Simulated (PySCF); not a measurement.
**Reproducing measurements on C7H8O**

**Measured values to compare with.**

NIST CCCBDB Release 22 (SRD 101), experimental dipoles lists, for the gas: dipole moment 1.262 D.

The runs below try to reproduce these values; the comparison stands at the end.

Compound: C7H8O.
Numbering: `[CH3:1][O:2][c:3]1[cH:4][cH:5][cH:6][cH:7][cH:8]1` (hydrogens: H9, H10, H11 on C1; H12 on C4; H13 on C5; H14 on C6; H15 on C7; H16 on C8)

Geometry (PBE0/def2-SV(P), Å), atoms numbered from 1 in this order:
```
atom  x, y, z in Å
C1    -2.4930    0.3587    0.0374
O2    -1.4180   -0.3428   -0.5141
C3    -0.1665   -0.0714   -0.0873
C4     0.8602   -0.8152   -0.6885
C5     2.1824   -0.6093   -0.3170
C6     2.5066    0.3393    0.6582
C7     1.4867    1.0758    1.2530
C8     0.1513    0.8800    0.8897
H9    -3.4011   -0.0227   -0.4539
H10   -2.5793    0.1899    1.1286
H11   -2.4153    1.4474   -0.1510
H12    0.5875   -1.5520   -1.4487
H13    2.9724   -1.1973   -0.7947
H14    3.5483    0.5001    0.9497
H15    1.7237    1.8222    2.0178
H16   -0.6280    1.4725    1.3732
```

Runs made with PySCF (gas phase, on this PBE0/def2-SV(P) geometry; no spin–orbit coupling):

```tsv
level	job	basis functions	wall time
PBE0/def2-SV(P), grid level 1	geometry optimisation from a GFN2-xTB start	128	16 s
```

Hardware: Arm Neoverse V1, one thread, on a shared host.

**Comparison with experiment**

**Dipole moment.** Measured: 1.262 D (NIST CCCBDB Release 22 (SRD 101), experimental dipoles).

```csv
level,computed (D),computed − measured (D),% (from the printed values)
PBE0/def2-SV(P),1.352,+0.090,+7
```

The computed dipoles belong to one fixed geometry; measured ones are averaged over vibrations unless marked μe. Magnitudes are compared, not signs.

The geometry is computed, not the measured one. Where a level misses, the cause wasn't examined.
